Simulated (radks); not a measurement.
The numbers below are computed, except where a source is named.
Initial-state core-level shifts of the manganese ion Mn2+ when its valence configuration changes from [Ar] 3d5. Level of theory: non-relativistic Kohn-Sham, LDA (Slater exchange, Perdew-Wang correlation), spin-polarised, spherical densities, point nucleus; open shells are filled with parallel spins first (a radial shooting solver on a logarithmic mesh with Libxc functionals). Shifts are changes of the shell-averaged eigenvalues in eV (positive: less bound); the change of the density at the nucleus, which sets a Mossbauer isomer shift, is in e/bohr^3, on a base of 1.051e+04.

| valence | 1s | 2s | 3s | 3p | density at nucleus |
|---|---|---|---|---|---|
| 3d4 4p1 | -8.846 | -9.839 | -8.397 | -8.168 | +1.856 |
| 3d3 4p2 | -18.616 | -20.823 | -17.274 | -16.798 | +4.282 |
| 3d1 4s2 4p2 | -39.284 | -44.403 | -34.478 | -33.543 | +32.028 |
| 3d1.5 4s1.5 4p2 | -33.675 | -38.019 | -29.968 | -29.141 | +24.094 |
| 3d2.5 4s0.5 4p2 | -23.316 | -26.205 | -21.335 | -20.738 | +10.289 |
| 3d4 4s1 | -7.674 | -8.690 | -7.212 | -6.991 | +9.447 |
| 3d4.5 4s0.5 | -3.713 | -4.200 | -3.529 | -3.421 | +4.477 |
| 3d4.5 4p0.5 | -4.312 | -4.782 | -4.137 | -4.025 | +0.860 |
| 3d2 4p3 | -29.276 | -32.904 | -26.528 | -25.803 | +7.263 |
